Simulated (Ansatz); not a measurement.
The cluster Be4O4. Charge 0, multiplicity 1. Geometry PBE-D4/def2-SVP, basis def2-TZVP, Ansatz.

```xyz
8

Be    0.8776   -0.8840    1.1675
Be   -0.3354   -1.4462   -0.8430
Be    0.3354    1.4462    0.8429
Be   -0.8776    0.8840   -1.1675
O     0.4541   -1.9510    0.2717
O    -0.4538    1.9510   -0.2718
O     1.0155    0.4707    1.6834
O    -1.0157   -0.4708   -1.6832
```

```json
{"run": "A", "HOMO (eV)": "-8.47", "LUMO (eV)": "-1.19"}
{"run": "B", "HOMO (eV)": "-7.83", "LUMO (eV)": "-1.20"}
{"run": "C", "HOMO (eV)": "-8.06", "LUMO (eV)": "-1.53"}
{"run": "D", "HOMO (eV)": "-7.20", "LUMO (eV)": "-2.11"}
{"run": "E", "HOMO (eV)": "-6.93", "LUMO (eV)": "-1.93"}
{"run": "F", "HOMO (eV)": "-7.25", "LUMO (eV)": "-1.43"}
```

HSE06 is defined as in plane-wave codes, on full-range PBE exchange. The structure comes from a short search, and lower isomers may exist.

Task: The runs used HSE06, LDA (SPW92), PBE, PBE0, r2SCAN, r2SCANh. Estimate which is which.

Result: A PBE0 (25 % exact exchange); B r2SCANh (10 % exact exchange); C HSE06 (range-separated); D LDA (SPW92) (0 % exact exchange); E PBE (0 % exact exchange); F r2SCAN (0 % exact exchange). Exact exchange lowers occupied and raises empty levels; among semilocal functionals meta-GGAs tend to open the gap a little, and such runs are hard to tell apart. The gap grows from 5.00 eV (PBE) to 7.28 eV (PBE0).
